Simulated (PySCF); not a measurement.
Compound: C4H14O2Si3.
Structure used (GFN2-xTB), in Å, numbered top down from 1:
```
atom  x, y, z in Å
O1    -2.5211    1.3104    1.4494
C2    -1.8154    1.5598    0.2578
C3    -0.9309    0.3937   -0.1892
C4    -1.7707   -0.8692   -0.4526
Si5   -0.6440   -2.3867   -0.2346
O6     0.4966   -1.7148    0.7372
Si7    0.4777   -0.1027    1.0134
C8     2.1546    0.6491    0.5766
Si9    2.7598    0.3314   -1.1977
H10   -1.8883    1.1108    2.1471
H11   -1.1986    2.4662    0.3621
H12   -2.5908    1.7584   -0.4887
H13   -0.4669    0.7028   -1.1326
H14   -2.5711   -0.8993    0.2912
H15   -2.2594   -0.8102   -1.4256
H16   -1.2264   -3.4795    0.5332
H17    0.0392   -2.8063   -1.4558
H18    0.1510    0.0430    2.4414
H19    2.1200    1.7208    0.7658
H20    2.8875    0.2429    1.2717
H21    4.1455    0.8047   -1.3080
H22    2.7074   -1.0918   -1.5307
H23    1.9396    1.0936   -2.1485
```

Hirshfeld charges (e) from the PBE0/pcSseg-1 density (PySCF), one withheld:

```
atom        bonded to   charge
  O1           C2 H10  -0.2233
  C2    O1 C3 H11 H12  -0.0008
  C3    C2 C4 Si7 H13  -0.1210
  C4   C3 Si5 H14 H15  -0.1695
 Si5    C4 O6 H16 H17        ?
  O6          Si5 Si7  -0.3160
 Si7     O6 C8 C3 H18  +0.4119
  C8  Si7 Si9 H19 H20  -0.2491
 Si9   C8 H21 H22 H23  +0.3162
 H10               O1  +0.1488
 H11               C2  +0.0301
 H12               C2  +0.0432
 H13               C3  +0.0369
 H14               C4  +0.0344
 H15               C4  +0.0377
 H16              Si5  -0.0784
 H17              Si5  -0.0827
 H18              Si7  -0.0853
 H19               C8  +0.0432
 H20               C8  +0.0474
 H21              Si9  -0.0790
 H22              Si9  -0.0716
 H23              Si9  -0.0793
```

Task: What is the charge on Si5?

Result: The charges add up to the total charge, 0. The others sum to -0.4062, which leaves +0.4062 e for Si5 (oxygen-bound silicon).

Task: Add each hydrogen's charge to the atom that carries it.

Result: O1 -0.0745, C2 +0.0725, C3 -0.0841, C4 -0.0974, Si5 +0.2451, Si7 +0.3266, C8 -0.1585, Si9 +0.0863. Atoms without hydrogen keep their charges.

Task: Across which bond do the charges differ most?

Result: Si7–O6: +0.4119 on Si7 against -0.3160 on O6, a difference of 0.7279 e. The lower charge is on the more electronegative element of the two (Pauling values: O 3.44, Si 1.90).

Task: Take the bonds between elements whose Pauling electronegativities differ by more than 0.25. In how many does the more electronegative atom carry the lower charge?

Result: In 21 of 21.

Task: How much positive and how much negative charge does this set hold in all?

Result: +1.5560 e on 11 atoms and -1.5560 e on 12.

The Hirshfeld scheme weights the molecular density at each point by an atom's share of the summed free-atom densities. The structure is a single GFN2-xTB conformer in the gas phase; no vibrational or solvent corrections.

The run behind these numbers computed NMR shieldings as well. Time: 70 s; peak memory 1.1 GiB. Hardware: one thread, Arm Neoverse V1 (aarch64), shared host with 32 logical CPUs at a one-minute load of 25.
